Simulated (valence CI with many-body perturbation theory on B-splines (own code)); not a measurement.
## Run record, Kr XV

Calculated by valence CI with perturbative core correlation (CI+MBPT): four valence electrons over a frozen Dirac-Fock core [Ar], a basis of 7 s, 7 p, 8 d, 6 f, 4 g, 1 h functions for each j, with the one-electron correlation potential Σ1 (screened to all orders), the two-electron term Σ2, the three-electron term Σ3, Breit, model QED; selected single and double excitations, second order for the rest, scaled by the run's own slope (own B-spline code, finite nucleus).

Command, and the settings that its task file holds:

```sh
python run_cv.py task.json out
```

```
atom Kr  Z=36  mass_number=84  rms_radius_fm=4.1884
core [Ar]
valence 3d4
avg = 1
basis = M
beyond = 1
breit = 1
cap = 32000
capref = 2200
cscale = 1
de = 0.0
dress = 0
eps = 2e-08
extrap = 1
h = 0.27
hh = 1
l2 = 3
lcore = 6
maxit = 60
n2 = 5
natural = 1
nlev = 190
nno = [4, 4, 5, 4, 3, 1]
nroot = 40
nsp = [3, 3, 3, 2, 1, 0]
pt2 = 1
qed = 1
rpa = 1
s1 = 1
s2 = 1
s3 = 1
screen = 1
tol = 2e-05
whole = 1
```

**Question.** Roughly how long does this run take on one core of Intel(R) Xeon(R) Processor @ 2.30GHz, and how much memory?

**Answer.** 58 s on 1 thread of Intel(R) Xeon(R) Processor @ 2.30GHz, with other jobs on the host, peak memory 0.79 GiB.

Log. The first blocks belong to the next ion, which gives the ionisation energy. Fields: 2J, parity (1 odd), roots, reference size, generating configurations, candidates as configurations/state functions, variational space P, stored matrix elements, Davidson steps; e2 is the range of second-order energies in hartree. The first line gives the box (bohr), its intervals, the orbitals and the steps of their self-consistent field. Window is the range of levels sought, series limit the energy at which the first omitted orbital would enter, core excitation an estimate of the first excitation out of the core, left out the lowest levels not solved, and shifts from estimates the range by which levels moved from their first estimate, all in cm⁻¹.

```
rmax 7.6 intervals 61 orbitals 59 references ['3d4', '3d3 4s', '3d3 4p'] scf 5 t 1.4
2J=3 par=0 roots 2 ref 41 generators 4 cand 1094/2894 P 1116/2935 nnz 2.4e+06 it 7
2J=3 par=0 roots 2 ref 41 generators 8 cand 399/1017 P 1515/3952 nnz 3.6e+06 it 5
   second order: generators 15 cand 3876/8876 e2 -0.00001 -0.00001
2J=5 par=0 roots 2 ref 45 generators 3 cand 914/3014 P 935/3059 nnz 2.6e+06 it 4
2J=5 par=0 roots 2 ref 45 generators 7 cand 434/1267 P 1369/4326 nnz 4.4e+06 it 4
   second order: generators 17 cand 6266/17539 e2 -0.00002 -0.00001
2J=7 par=0 roots 2 ref 35 generators 2 cand 1012/3152 P 1030/3187 nnz 2.9e+06 it 4
2J=7 par=0 roots 2 ref 35 generators 5 cand 498/1389 P 1528/4576 nnz 5.2e+06 it 5
   second order: generators 13 cand 5822/17079 e2 -0.00002 -0.00001
reference levels 1454, estimated 76, window 1209270 1/cm; series limit 3187072, core excitation 816471
2J=0 par=0 roots 6 ref 37 generators 6 cand 1835/3172 P 3144/5704 nnz 4.6e+06 it 5
2J=0 par=0 roots 6 ref 37 generators 13 cand 773/1790 P 3917/7494 nnz 6.1e+06 it 5
   second order: generators 27 cand 21850/50694 e2 -0.00010 -0.00001
2J=2 par=0 roots 5 ref 93 generators 7 cand 731/3797 P 1289/6386 nnz 7.3e+06 it 6
2J=2 par=0 roots 5 ref 93 generators 9 cand 2083/9269 P 3372/15655 nnz 3.5e+07 it 8
   second order: generators 23 cand 17407/105053 e2 -0.00007 -0.00001
2J=4 par=0 roots 9 ref 133 generators 8 cand 469/3752 P 872/6377 nnz 8.1e+06 it 8
2J=4 par=0 roots 9 ref 133 generators 10 cand 2448/15587 P 3320/21964 nnz 7e+07 it 8
   second order: generators 20 cand 13783/119203 e2 -0.00010 -0.00001
2J=6 par=0 roots 7 ref 136 generators 6 cand 413/3765 P 792/6381 nnz 8.3e+06 it 8
2J=6 par=0 roots 7 ref 136 generators 8 cand 2354/16765 P 3146/23146 nnz 8.2e+07 it 8
   second order: generators 19 cand 19917/200596 e2 -0.00011 -0.00002
2J=8 par=0 roots 8 ref 121 generators 7 cand 470/3773 P 860/6391 nnz 8.9e+06 it 8
2J=8 par=0 roots 8 ref 121 generators 10 cand 2326/15965 P 3186/22356 nnz 7.7e+07 it 7
   second order: generators 21 cand 15273/151843 e2 -0.00009 -0.00001
2J=10 par=0 roots 3 ref 88 generators 5 cand 559/3803 P 1071/6389 nnz 7.6e+06 it 4
2J=10 par=0 roots 3 ref 88 generators 7 cand 2035/12122 P 3106/18511 nnz 5.3e+07 it 5
   second order: generators 18 cand 10443/94192 e2 -0.00006 -0.00003
2J=12 par=0 roots 3 ref 56 generators 3 cand 727/3789 P 1338/6314 nnz 7.3e+06 it 5
2J=12 par=0 roots 3 ref 56 generators 7 cand 1647/8289 P 2985/14603 nnz 3.3e+07 it 8
   second order: generators 14 cand 16421/130579 e2 -0.00008 -0.00003
left out: unestimated 1740199, estimated 1567527, shifts from estimates -14 to 370
operators 1.8
```

The Davidson iterations converged.

No measured spectrum was set against this ion. As an estimate, terms of the open shell hold to 2 to 4 % of their energy, and close levels can change places. The list stops below the first excitations out of the core. Only levels of the ground parity were solved; by the run's estimate the other parity begins above the list, which can be wrong where configurations are misplaced.

* Valence energy: -83.20185 hartree
* Ionisation energy: 491.24 eV (NIST: 492 ± 5 eV (theoretical))
* Reference configurations for the orbitals: 3d4, 3d3 4s, 3d3 4p
* Radial orbitals: 59
* Box radius: 7.641 bohr
* Largest variational space: 23146
* Lowest levels: 3d⁴ ⁵D_0 0.0000, 3d⁴ ⁵D_1 0.3008, 3d⁴ ⁵D_2 0.7425, 3d⁴ ⁵D_3 1.243, 3d⁴ ⁵D_4 1.766, 3d⁴ ³P_0 [a] 6.184, 3d⁴ ³H_4 6.844, 3d⁴ ³P_1 [a] 7.512, 3d⁴ ³H_5 7.535, 3d⁴ ³F_3 [a] 7.884, 3d⁴ ³H_6 7.964, 3d⁴ ³F_2 [a] 8.072, 3d⁴ ³F_4 [a] 8.404, 3d⁴ ³P_2 [a] 9.069 eV

Names give the largest LS component (configuration and term), which can be under half, so a name can repeat, a term be missing and a line seem to break the LS rules; names also repeat where a configuration has a term twice. Letters in brackets count levels of one name in rising energy.
